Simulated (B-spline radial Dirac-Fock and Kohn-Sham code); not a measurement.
## K-line shifts caused by a second vacancy in Pb²⁺

System: Pb²⁺, [Xe] 4f14 5d10 6s1 6p1 (not the ground configuration).

The computed values come from an atomic code on a B-spline grid: Dirac-Fock (average of configuration) total-energy differences with a finite nucleus, the Breit interaction including its frequency dependence, and self-energy and vacuum-polarisation corrections. Each two-hole energy is an average over J within one jj subconfiguration, not an observable level; in light atoms, where LS coupling holds, the j-resolved values are not observed lines, and for a K spectator the Kα1 hypersatellite is nearly forbidden. Correlation and solid-state effects are left out.

Lines without a spectator: Kα2 (K-L2) 72800.3 eV, Kα1 (K-L3) 74964.7 eV, Kβ3 (K-M2) 84440.1 eV, Kβ1 (K-M3) 84928.1 eV. Shifts in eV with one spectator hole (a dash: not computed, or left out as unreliable):

| spectator hole | Kα2 | Kα1 | Kβ3 | Kβ1 |
| --- | --- | --- | --- | --- |
| K (1s) | +1151.8 | +1261.6 | +1497.6 | +1523.6 |
| L2 (2p1/2) | +153.3 | +213.0 | – | +388.4 |
| L3 (2p3/2) | +103.1 | +118.1 | +271.0 | – |
| M2 (3p1/2) | – | +35.0 | +63.5 | +75.7 |
| M3 (3p3/2) | +16.53 | – | +49.7 | +51.2 |
| M4 (3d3/2) | +5.27 | +2.06 | – | – |
| M5 (3d5/2) | -0.68 | +4.07 | – | – |
